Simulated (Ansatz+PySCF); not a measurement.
A calculation with Ansatz (development build ahead of 0.2.0).

```yaml
crystal:
  periodic: [false, false, false]
  atoms:
    - { symbol: H, position_ang: [0.0, 0.0, -0.59469] }
    - { symbol: H, position_ang: [0.0, 0.0, 0.59469] }
basis:
  gaussian: { orbitals: def2-SVP }
total_charge: 1
magnetization:
  initial_magnetization: 1
hamiltonian:
  xc: hf
scf:
  omitted_lower_state_checks: [starts, atomic_configurations, cluster_reference, orbital_swaps, given_window_search, neighbouring_geometries, increment]
```

The input is written out in the form of the current development build from the run's settings.

Results

```json
{
 "Converged": "yes",
 "Total energy": "-0.59648 hartree",
 "Spin squared of the determinant": "0.750",
 "Stability test": "minimum among restricted orbitals"
}
```

Caution: the charge can sit on one fragment and break the point group.
